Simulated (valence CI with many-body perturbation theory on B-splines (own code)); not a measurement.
**La²⁶⁺: fill in the table**

Level of theory: relativistic CI+MBPT: three valence electrons over a frozen Dirac-Fock core [Ar] 3d10, radial functions for each j: 11 s, 11 p, 10 d, 8 f, 5 g, 2 h, with the one-electron correlation potential Σ1, the two-electron term Σ2, the three-electron term Σ3, Breit, model QED; selected CI, second order for the rest, scaled by the run's own slope (own B-spline code, finite nucleus).

No measured spectrum was set against this ion. As an estimate, large intervals hold to a few tenths of a per cent, small ones and those within an open d or f shell to about a per cent.

| Level | E (cm⁻¹) |
| --- | --- |
| (4s^2 4p1/2) J=1/2 | 0 |
| (4s^2 4p3/2) J=3/2 | 190090 |
| (4s 4p1/2^2) J=1/2 | 452450 |
| (4s 4p1/2 4p3/2) J=3/2 [a] | ? |
| (4s 4p1/2 4p3/2) J=5/2 | 626830 |
| (4s 4p1/2 4p3/2) J=3/2 [b] | 690280 |
| (4s 4p1/2 4p3/2) J=1/2 | ? |
| (4s 4p3/2^2) J=5/2 | 804090 |
| (4s 4p3/2^2) J=1/2 | 909730 |
| (4s 4p3/2^2) J=3/2 | ? |
| (4s^2 4d3/2) J=3/2 | 1018200 |
| (4s^2 4d5/2) J=5/2 | ? |
| (4p1/2^2 4p3/2) J=3/2 | ? |
| (4p1/2 4p3/2^2) J=3/2 | ? |
| (4p1/2 4p3/2^2) J=5/2 | 1319700 |
| (4s 4p1/2 4d3/2) J=3/2 [a] | 1364500 |
| (4p1/2 4p3/2^2) J=1/2 | 1388700 |
| (4s 4p1/2 4d3/2) J=5/2 | 1395500 |
| (4s 4p1/2 4d5/2) J=7/2 | 1450400 |
| (4s 4p1/2 4d5/2) J=5/2 [a] | 1452000 |

Levels are named by their leading jj configuration (3d3/2^4 stands for four electrons in 3d with j = 3/2), which in mixed levels can hold well under half, so a name can repeat and another be missing. Letters in brackets count levels of one name in rising energy.

The levels stand in rising order. What does the calculation give for the missing energies?

(4s 4p1/2 4p3/2) J=3/2 [a] 586830; (4s 4p1/2 4p3/2) J=1/2 719330; (4s 4p3/2^2) J=3/2 915020; (4s^2 4d5/2) J=5/2 1051500; (4p1/2^2 4p3/2) J=3/2 1164400; (4p1/2 4p3/2^2) J=3/2 1314100.
